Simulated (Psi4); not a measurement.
HKO, quintet, geometry from GFN2-xTB of the parent state (such geometries of metal compounds can be far from the true shape) (a higher spin typed on purpose: for a closed-shell molecule this is an excited state); Psi4 with BLYP/pcseg-1.

Here is a job for Psi4.
```
memory 2 GB

molecule mol {
0 5
K    -0.515992   -0.253325   -0.435053
O     1.047786    0.444316    0.880931
H     1.421565    1.258641    1.218564
}

set {
  basis pcseg-1
  reference uks
}

energy('blyp')
print_variables()
```

The log (banner, timings and long lists left out):

```
   => Loading Basis Set <=

    Name: PCSEG-1
    Role: ORBITAL
    Keyword: BASIS

         ---------------------------------------------------------
                                   SCF
               by Justin Turney, Rob Parrish, Andy Simmonett
                          and Daniel G. A. Smith
                              UKS Reference
         ---------------------------------------------------------

  ==> Geometry <==

    Molecular point group: cs
    Full point group: Cs

    Geometry (in Angstrom), charge = 0, multiplicity = 5:

       Center              X                  Y                   Z               Mass
    ------------   -----------------  -----------------  -----------------  -----------------
         K           -0.629952571446    -0.226694677061     0.000000000000    38.963706486400
         O            1.413781219705     0.471209813058     0.000000000000    15.994914619570
         H            1.916976789091     1.285842373238     0.000000000000     1.007825032230

  Running in cs symmetry.

  Rotational constants: A =     50.50043  B =      0.29054  C =      0.28887 [cm^-1]
  Rotational constants: A = 1513964.69613  B =   8710.04251  C =   8660.21910 [MHz]
  Nuclear repulsion =   45.060595565548198

  Charge       = 0
  Multiplicity = 5
  Electrons    = 28
  Nalpha       = 16
  Nbeta        = 12

  ==> Algorithm <==

  SCF Algorithm Type is DF.
  DIIS enabled.
  MOM disabled.
  Fractional occupation disabled.
  Guess Type is SAD.
  Energy threshold   = 1.00e-06
  Density threshold  = 1.00e-06
  Integral threshold = 1.00e-12

  ==> Primary Basis <==

  Basis Set: PCSEG-1
    Blend: PCSEG-1
    Number of shells: 19
    Number of basis functions: 43
    Number of Cartesian functions: 46
    Spherical Harmonics?: true
    Max angular momentum: 2

  ==> DFT Potential <==

   => LibXC <=

    Version 7.1.2
    S. Lehtola, C. Steigemann, M. J. T. Oliveira, and M. A. L. Marques,  SoftwareX 7, 1–5 (2018) (10.1016/j.softx.2017.11.002)

   => Composite Functional: BLYP <=

    BLYP GGA Exchange-Correlation Functional

    P.J. Stephens et. al., J. Phys. Chem., 98, 11623-11627, 1994
    B. Miehlich et. al., Chem. Phys. Lett., 157(3), 200-206 1989

    Deriv               =              1
    GGA                 =           TRUE
    Meta                =          FALSE

    Exchange Hybrid     =          FALSE
    MP2 Hybrid          =          FALSE

   => Exchange Functionals <=

    1.0000     XC_GGA_X_B88

   => Correlation Functionals <=

    1.0000     XC_GGA_C_LYP

   => LibXC Density Thresholds  <==

    XC_GGA_C_LYP:  1.00E-14
    XC_GGA_X_B88:  1.00E-15

   => Molecular Quadrature <=

    Radial Scheme          =       TREUTLER
    Pruning Scheme         =           NONE
    Nuclear Scheme         =       TREUTLER

    Blocking Scheme        =         OCTREE
    BS radius alpha        =              1
    Pruning alpha          =              1
    Radial Points          =             75
    Spherical Points       =            302
    Total Points           =          65699
    Total Blocks           =            573
    Max Points             =            256
    Max Functions          =             43
    Weights Tolerance      =       1.00E-15

   => Loading Basis Set <=

    Name: (PCSEG-1 AUX)
    Role: JKFIT
    Keyword: DF_BASIS_SCF

  ==> Integral Setup <==

  SCF_SUBTYPE=INCORE selected. In-core MEM_DF algorithm will be used.
  Using in-core AOs.

  ==> MemDFJK: Density-Fitted J/K Matrices <==

    J tasked:                   Yes
    K tasked:                    No
    wK tasked:                   No
    Algorithm:                 Core
    Schwarz Cutoff:           1E-12
    Mask sparsity (%):       0.7572
    Fitting Condition:        1E-10

   => Auxiliary Basis Set <=

  Basis Set: (PCSEG-1 AUX)
    Blend: DEF2-UNIVERSAL-JKFIT
    Number of shells: 75
    Number of basis functions: 255
    Number of Cartesian functions: 316
    Spherical Harmonics?: true
    Max angular momentum: 4

[...]

  ==> Pre-Iterations <==

  SCF Guess: Superposition of Atomic Densities via on-the-fly atomic UHF (no occupation information).

   -------------------------
    Irrep   Nso     Nmo
   -------------------------
     A'        31      31
     A"        12      12
   -------------------------
    Total      43      43
   -------------------------

  ==> Iterations <==

                           Total Energy        Delta E     RMS |[F,P]|

   @DF-UKS iter SAD:  -675.22624541539517   -6.75226e+02   0.00000e+00
   @DF-UKS iter   1:  -675.18420342579907    4.20420e-02   3.60049e-03 ADIIS/DIIS
   @DF-UKS iter   2:  -675.18929821713959   -5.09479e-03   2.88482e-03 ADIIS/DIIS
   @DF-UKS iter   3:  -675.19393204340122   -4.63383e-03   1.02197e-03 ADIIS/DIIS
   @DF-UKS iter   4:  -675.19455728265984   -6.25239e-04   2.06235e-04 ADIIS/DIIS
   @DF-UKS iter   5:  -675.19458899051494   -3.17079e-05   6.08791e-05 DIIS
   @DF-UKS iter   6:  -675.19459168880542   -2.69829e-06   1.18862e-05 DIIS
   @DF-UKS iter   7:  -675.19459178888133   -1.00076e-07   3.51252e-06 DIIS
   @DF-UKS iter   8:  -675.19459179887338   -9.99205e-09   1.11061e-06 DIIS
   @DF-UKS iter   9:  -675.19459179969192   -8.18545e-10   2.91375e-07 DIIS
  Energy and wave function converged.

  ==> Post-Iterations <==

   Electrons on quadrature grid:
      Nalpha   =   15.9999727587 ; deviation = -2.724e-05
      Nbeta    =   11.9999941403 ; deviation = -5.860e-06
      Ntotal   =   27.9999668990 ; deviation = -3.310e-05

   @Spin Contamination Metric:   2.025775171E-03
   @S^2 Expected:                6.000000000E+00
   @S^2 Observed:                6.002025775E+00
   @S   Expected:                2.000000000E+00
   @S   Observed:                2.000000000E+00

    Orbital Energies [Eh]
    ---------------------

    Alpha Occupied:

[...]
      13Ap    -0.061842

    Alpha Virtual:

[...]
    Beta Occupied:

[...]
    Beta Virtual:

[...]
      31Ap     3.284374

    Final Occupation by Irrep:
             Ap   App
    DOCC [    10,    2 ]
    SOCC [     3,    1 ]
    NA   [    13,    3 ]
    NB   [    10,    2 ]

  @DF-UKS Final Energy:  -675.19459179969192

   => Energetics <=

    Nuclear Repulsion Energy =             45.0605955655481978
    One-Electron Energy =               -1015.0615004600776956
    Two-Electron Energy =                 337.0428981686012548
    DFT Exchange-Correlation Energy =     -42.2365850737636137
    Empirical Dispersion Energy =           0.0000000000000000
    VV10 Nonlocal Energy =                  0.0000000000000000
    Total Energy =                       -675.1945917996919206

  UHF NO Occupations:
  HONO-2 :   12 Ap 1.0000000
  HONO-1 :    3App 1.0000000
  HONO-0 :   13 Ap 1.0000000
  LUNO+0 :   14 Ap 0.0007194
  LUNO+1 :   15 Ap 0.0002363
  LUNO+2 :   16 Ap 0.0000458
  LUNO+3 :    4App 0.0000073

Computation Completed

Properties will be evaluated at   0.000000,   0.000000,   0.000000 [a0]

Properties computed using the SCF density matrix

 Multipole Moments:

 ------------------------------------------------------------------------------------
     Multipole            Electronic (a.u.)      Nuclear  (a.u.)        Total (a.u.)
 ------------------------------------------------------------------------------------

 L = 1.  Multiply by 2.5417464519 to convert [e a0] to [Debye]
 Dipole X            :         -2.0557370            2.3775168            0.3217797
 Dipole Y            :         -1.5862909            1.4141237           -0.1721672
 Dipole Z            :          0.0000000            0.0000000            0.0000000
 Magnitude           :                                                    0.3649435

 ------------------------------------------------------------------------------------

  Variable Map:
  ----------------------------------------------------------------------------
[...]
  Array Variable Map:
  ----------------------------------------------------------------------------
[...]
[...]
```
